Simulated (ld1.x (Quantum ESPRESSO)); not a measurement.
## What one change does to a pseudopotential (thallium, TM)

ld1.x (Quantum ESPRESSO) 7.5 input, shortened:

```
&input
   title='Tl', zed=81., rel=1, dft='PBE', iswitch=3,
   config='[Xe] 4f14 5d10 6s2 6p1'
 /
 &inputp
   pseudotype=2, tm=.true., lloc=-2, rcloc=1.50,
   nlcc=.true., rcore=1.40
 /
3
6S  1  0   2.00   0.00  1.95  1.95  0.0
6P  2  1   1.00   0.00  2.70  2.70  0.0
5D  3  2  10.00   0.00  1.80  1.80  0.0
 &test
   configts(1)='5d10 6s2 6p1'
 /
```

All-electron outer shells of the reference configuration (PBE, scalar-relativistic, ld1.x):

```csv
shell,level (eV),outermost node (bohr),outermost maximum (bohr)
4f,-114.03,–,0.36
5p,-76.10,0.50,0.91
5d,-15.49,0.53,1.11
6s,-9.55,1.04,2.08
6p,-2.37,1.23,2.91
```

Change: wave 6p (bound): rc 2.70 bohr becomes 6p (bound): rc 3.26 bohr.

Cutoffs: the cutoffs (Ry, on a coarse ladder) from which the occupation-weighted sum of valence levels, in a spherical-Bessel basis at the reference potential, stays within 10 and 1 mRy of its value at 400 Ry; they do not see the model core or the augmentation charge, which bear on the density cutoff. Errors are all-electron minus pseudo energies relative to the spin-unpolarised reference configuration.

Question: Predict the effect on cutoff, ghosts and configuration errors.

Answer: The potential gets neither clearly harder nor softer (50 Ry and 80 Ry → 50 Ry and 80 Ry); both files keep a bound ghost (s); of the 7 tests that both files solve, the error grows in 2 and shrinks in 2 by more than 15 % and 0.3 meV (median size 29.9 → 17.6 meV).

```csv
quantity,base,changed
"cutoff, loose",50 Ry,50 Ry
"cutoff, tight",80 Ry,80 Ry
bound ghosts,s,s
"error for 5d10 6s2 6p0, meV [ΔE 5.17 eV]",-5.1,-5.7
"error for 5d10 6s1 6p0, meV [ΔE 25.95 eV]",-30,-36
"error for 5d10 6s0 6p0, meV [ΔE 56.09 eV]",-80,-93
"error for 5d10 6s2 6p0.5, meV [ΔE 1.85 eV]",-1.0,-1.0
"error for 5d10 6s2 6p1.3, meV [ΔE -0.49 eV]",+0.2,+0.3
"error for 5d9 6s2 6p2, meV [ΔE 14.72 eV]",-91,-48
"error for 5d9 6s2 6p1, meV [ΔE 21.24 eV]",-55,-18
```

 A true bound ghost makes a file unfit for plane-wave use even where its test errors are small: the radial tests pick states by their node count and pass the ghost by.
